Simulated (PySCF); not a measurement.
# What a mistake does to a calculation on C2GeH8N cation

Calculated results; nothing here was measured. They come from PySCF 2.14.0, an open-source quantum chemistry program, on an isolated molecule that a program drew, which may never have been made. The molecule is C2GeH8N cation (charge +1, singlet), drawn as the SMILES string `C[N](C)[GeH2+]`.

Each row is a Hartree-Fock (HF) and frozen-core CCSD(T) single point in the cc-pVDZ basis, meant for a local HF minimum. Run 1 is clean. Each other run has one planted mistake out of seven kinds, and not every kind appears here: one electron removed, one electron added, multiplicity raised by two, geometry at a saddle point, minimal basis STO-3G, one bond length entered in bohr, all coordinates scaled. The reference is restricted for singlets and unrestricted otherwise, and also for a bond in bohr. Adding or removing an electron swaps singlet and doublet. Electrons count all cores. HOMO and LUMO are orbital energies over both spins, the gradient is its largest component, and the lowest frequency (negative if imaginary) is given only where the gradient is small. Bond lengths are over the 11 bonds as drawn. T1 is the CCSD diagnostic: over 0.02 (restricted) or 0.045 (unrestricted) a single reference is doubtful. Germanium has the cc-pVDZ-PP basis, with a core potential (ECP10MDF) in place of its 10 inner electrons, and its 3s, 3p and 3d shells are frozen in CCSD(T).

Geometry of the clean run:
```xyz
12
C2GeH8N cation, angstrom
C    -0.0869    1.5239    0.6997
N     0.8255    0.8501    1.6353
C     1.5036   -0.3285    1.0760
Ge    1.0783    1.3958    3.2527
H    -0.5568    2.3859    1.1691
H    -0.8631    0.8274    0.3836
H     0.4710    1.8587   -0.1745
H     2.0947   -0.0311    0.2101
H     2.1627   -0.7831    1.8130
H     0.7605   -1.0630    0.7667
H     2.0382    0.6198    4.1136
H     0.3241    2.6161    3.7077
```

| run | electrons | basis functions | <S^2> | HOMO (eV) | LUMO (eV) | gradient (hartree/bohr) | lowest frequency (cm^-1) | mean bond (Å) | longest bond (Å) | T1 | HF (hartree) | CCSD(T) (hartree) | mistake |
|---|---|---|---|---|---|---|---|---|---|---|---|---|---|
| 1 | 58 | 105 | 0.000 | -15.63 | -4.30 | 3.6e-05 | 196 | 1.2919 | 1.726 | 0.0190 | -427.96061 | -428.57744 | no fault |
| 2 | 58 | 105 | 2.035 | -12.16 | -5.58 | 1.4e-01 | - | 1.2919 | 1.726 | 0.0164 | -427.87621 | -428.45379 | multiplicity raised by two |
| 3 | 58 | 105 | 0.000 | -15.42 | -4.38 | 2.0e-02 | - | 1.3320 | 1.779 | 0.0212 | -427.95006 | -428.57632 | all coordinates scaled |
| 4 | 58 | 105 | 0.758 | -14.41 | -4.41 | 2.7e-02 | - | 1.3801 | 2.059 | 0.0538 | -427.83292 | -428.44677 | one bond length entered in bohr |
| 5 | 57 | 105 | 0.764 | -24.30 | -12.59 | 1.1e-01 | - | 1.2919 | 1.726 | 0.0229 | -427.45797 | -428.02657 | one electron removed |
| 6 | 59 | 105 | 0.767 | -5.81 | 2.89 | 6.3e-02 | - | 1.2919 | 1.726 | 0.0136 | -428.14577 | -428.76681 | ? |

**Which mistake was planted in run 6, and what did it cost?**

It counts 59 electrons, one more than the clean run, at the same geometry and basis. So the mistake is: one electron added. Subtracting run 1 and multiplying by 627.51 kcal/mol a hartree, the energy moved by -116.2 kcal/mol in HF and -118.8 kcal/mol in CCSD(T).

Cautions from the logs. Run 3: T1 is over the limit, so its CCSD(T) energy is less reliable; run 4: T1 is over the limit, so its CCSD(T) energy is less reliable.
